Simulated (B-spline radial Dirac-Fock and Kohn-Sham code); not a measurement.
## X-ray form factors of bromine in several charge states

These are calculated numbers from a radial atomic solver; the model is Dirac-Fock orbitals of the configuration average with a finite nucleus.

Configurations: Br²⁴⁺ [Ne] 3s1; Br²⁵⁺ [He] 2s2 2p6; Br²⁸⁺ [He] 2s2 2p3. The first column is f₀ of Br²⁴⁺, the others are differences from it.

```csv
s (Å⁻¹),Br²⁴⁺,Δ Br²⁵⁺,Δ Br²⁸⁺
0,11.000,-1.000,-4.000
0.05,10.991,-0.996,-3.994
0.1,10.962,-0.982,-3.975
0.15,10.915,-0.961,-3.943
0.2,10.851,-0.931,-3.900
0.25,10.769,-0.895,-3.846
0.3,10.671,-0.851,-3.781
0.35,10.558,-0.802,-3.707
0.4,10.431,-0.749,-3.625
0.45,10.292,-0.692,-3.537
0.5,10.142,-0.633,-3.442
0.6,9.815,-0.512,-3.242
0.7,9.461,-0.393,-3.033
0.8,9.091,-0.284,-2.824
0.9,8.712,-0.189,-2.621
1,8.333,-0.111,-2.429
1.1,7.956,-0.052,-2.250
1.2,7.587,-0.010,-2.085
1.4,6.875,+0.030,-1.797
1.6,6.203,+0.029,-1.552
```
